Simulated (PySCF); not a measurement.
## Electron correlation in V (vanadium, neutral)

[Ar] 3d5, high-spin 6S determinant (an excited configuration). All numbers are calculated (PySCF 2.14, the spin-free X2C one-electron Hamiltonian (Gaussian nucleus), in x2c-QZVPPall). Frozen: [Ar]; 5 electrons correlated.

```tsv
level	correlation energy (mhartree)
CCSD	-104.31
(T)	-6.03
CCSD(T)	-110.34
```

Diagnostics: T1 = 0.034, D1 = 0.0484, largest double amplitude 0.030.

T1 exceeds 0.03, a sign that the reference determinant is poor.

Cost of the coupled-cluster step: roughly 11 core-seconds, for 5 correlated electrons.

Iterations:

```
CC2 = 0
CCSD nocc = (np.int64(5), np.int64(0)), nmo = (87, 87)
frozen orbitals [[0, 1, 2, 3, 4, 5, 6, 7, 8], [0, 1, 2, 3, 4, 5, 6, 7, 8]]
max_cycle = 100
direct = 0
conv_tol = 1e-08
conv_tol_normt = 1e-06
diis_space = 8
diis_start_cycle = 0
Init t2, MP2 energy = -0.10083232245243
Init E_corr(UCCSD) = -0.1008323224824
cycle = 1  E_corr(UCCSD) = -0.101003873348827  dE = -0.000171550866  norm(t1,t2) = 0.0849206
cycle = 2  E_corr(UCCSD) = -0.104025240952588  dE = -0.0030213676  norm(t1,t2) = 0.0261463
cycle = 3  E_corr(UCCSD) = -0.103801130021598  dE = 0.000224110931  norm(t1,t2) = 0.021198
cycle = 4  E_corr(UCCSD) = -0.104344503148686  dE = -0.000543373127  norm(t1,t2) = 0.00948584
cycle = 5  E_corr(UCCSD) = -0.10432215335184  dE = 2.23497968e-05  norm(t1,t2) = 0.000868634
cycle = 6  E_corr(UCCSD) = -0.104312383999142  dE = 9.7693527e-06  norm(t1,t2) = 0.000365354
cycle = 7  E_corr(UCCSD) = -0.104311143329731  dE = 1.24066941e-06  norm(t1,t2) = 9.43172e-05
cycle = 8  E_corr(UCCSD) = -0.104310778661199  dE = 3.64668532e-07  norm(t1,t2) = 2.94142e-05
cycle = 9  E_corr(UCCSD) = -0.104310672067931  dE = 1.06593269e-07  norm(t1,t2) = 4.75157e-06
cycle = 10  E_corr(UCCSD) = -0.104310634466618  dE = 3.76013129e-08  norm(t1,t2) = 1.14308e-06
cycle = 11  E_corr(UCCSD) = -0.104310654418384  dE = -1.9951766e-08  norm(t1,t2) = 2.542e-07
cycle = 12  E_corr(UCCSD) = -0.104310656618876  dE = -2.20049221e-09  norm(t1,t2) = 4.84995e-08
UCCSD converged
E(UCCSD) = -948.1242278673357  E_corr = -0.1043106566188759
UCCSD(T) correction = -0.00603147179110283
```
